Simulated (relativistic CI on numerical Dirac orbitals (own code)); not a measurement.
Calculated at this level of theory: Dirac-Coulomb-Breit CI, KLI orbitals optimised for each configuration, model QED (radiative potential, 1s self-energy scaled to tabulated hydrogen-like ionisation energies), unscaled Slater integrals (own radial code, finite nucleus).

The strongest absorption lines from the ground level of an ion, among the configurations computed and to levels below about 747 eV (vacuum wavelength in nm, gf): 1.8734 (0.46), 1.8738 (0.72), 1.9068 (1.2), 1.9084 (2.1), 1.9114 (2.5), 1.9189 (0.38), 1.9258 (0.5), 16.935 (0.24).

**Question.** Which ion is it?
A. Ti¹⁵⁺
B. Ca¹³⁺
C. Ti¹³⁺
D. Ar¹¹⁺

**Answer.** A. Ti¹⁵⁺ has 7 electrons and the ground level 2s2 2p3 4S°_3/2; the strongest line goes to 2s2 2p2 3d 4P_5/2. The pattern of lines fixes the number of electrons, and along that sequence the line energies rise steadily with the charge (about as its square where n changes within one kind of shell, about linearly where n is kept but much faster in heavy ions where fine structure, which grows about as Z⁴, sets the gap, and irregularly where shells cross), which fixes Z. Configurations outside the model, such as inner-shell arrays, can give stronger lines. At this charge energies of transitions that change n are usually good to better than 1 %, and those within a shell (Δn = 0) to a few per cent.

LS names give the leading component of a level, which can be under half, so a name can repeat, a term be missing and a line seem to break the LS rules.
